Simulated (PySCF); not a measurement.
# Polarisability and C₆ of Sc (scandium, neutral)

[Ar] 3d1 4s1 4p1, one real determinant (an excited configuration). All numbers are calculated (PySCF 2.14, no relativity, point nucleus, in aug-cc-pwCVTZ (10s9p7d4f3g, 127 functions)). Coupled (time-dependent) response in atomic units; α is the mean over directions.

| method | mean α (bohr³) | α xx, yy, zz | C₆ (like pair) | S(−4) |
| --- | --- | --- | --- | --- |
| UHF | 223.6 | 212.2, 212.2, 246.4 | 2393 | 147600 |

S(−4) is the Cauchy moment in α(ω) = α(0) + S(−4) ω² + …

α(iu) at UHF:

| u (hartree) | α(iu) (bohr³) |
| --- | --- |
| 0 | 223.6 |
| 0.0500 | 124.3 |
| 0.100 | 77.29 |
| 0.200 | 36.74 |
| 0.300 | 21.27 |
| 0.500 | 10.34 |
| 0.750 | 5.947 |
| 1.00 | 4.062 |
| 1.50 | 2.354 |
| 2.00 | 1.561 |
| 3.00 | 0.8364 |
| 5.00 | 0.3600 |

A single London oscillator, α(iu) = α/(1 + u²/ω²), gives C₆ = (3/4) ω α². Matching the computed C₆ needs ω = 4 × 2393 / (3 × 223.6²) = 0.0638 hartree.

The components differ because the open shell of this determinant is not spherical; for a pure term their mean is the scalar polarisability.

⟨L²⟩ = 8.18 against 12 for a pure F term, so this real determinant mixes terms.
